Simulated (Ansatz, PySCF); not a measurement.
Reaction (SMILES): [I][Tl] -> [I][Tl] as doublet, charge +1 + e-
Geometries: B3LYP-D3(BJ)/def2-TZVP minima from Ansatz (a first-principles code). A spin state is the lowest found, not a proven ground state.
Geometry of the first species:
```
Tl
I 1 2.8762
```

Wanted: adiabatic ionisation energy (0 K, with B3LYP-D3(BJ) harmonic zero-point energies from PySCF), in eV. Valence correlation only, unless marked. Open shells are spin-unrestricted. Spin-orbit coupling is left out. The frozen core is the preceding noble-gas configuration, with the filled d and f shells of earlier blocks. Past Kr the def2 sets carry scalar-relativistic core potentials. CBS(X,Y): correlation extrapolated as X^-3; Hartree-Fock from the larger set.

| level | program | adiabatic ionisation energy (eV) |
|---|---|---|
| PBE/def2-TZVPD | Ansatz | 8.61 |
| PBE-D3(BJ)/def2-TZVPD | Ansatz + dftd3 | 8.61 |
| BLYP-D3(BJ)/def2-TZVPD | Ansatz + dftd3 | 8.43 |
| revPBE-D3(BJ)/def2-TZVPD | Ansatz + dftd3 | 8.45 |
| revPBE/def2-TZVPD | Ansatz | 8.45 |
| B3LYP-D3(BJ)/def2-TZVPD | Ansatz + dftd3 | 8.58 |
| PBE0-D4/def2-TZVPD | Ansatz + dftd4 | 8.58 |
| BHLYP-D3(BJ)/def2-TZVPD | Ansatz + dftd3 | 8.40 |
| BHLYP-D4/def2-TZVPD | Ansatz + dftd4 | 8.41 |
| BHLYP/def2-TZVPD | Ansatz | 8.39 |
| r2SCANh-D4/def2-TZVPD | Ansatz + dftd4 | … |
| HSE06-D3(BJ)/def2-TZVPD | Ansatz + dftd3 | 8.58 |
| LC-wPBE/def2-TZVPD | Ansatz | 8.49 |
| wB97X-V/def2-TZVPD | Ansatz | … |
| CCSD/def2-SVP | Ansatz | … |
| CCSD/def2-QZVPP | Ansatz | … |
| CCSD(T)/CBS(def2-TZVPPD,def2-QZVPPD) | Ansatz | 8.52 |

Fill in the missing entries.


- r2SCANh-D4/def2-TZVPD, adiabatic ionisation energy (eV): 8.63
- wB97X-V/def2-TZVPD, adiabatic ionisation energy (eV): 8.50
- CCSD/def2-SVP, adiabatic ionisation energy (eV): 8.00
- CCSD/def2-QZVPP, adiabatic ionisation energy (eV): 8.32
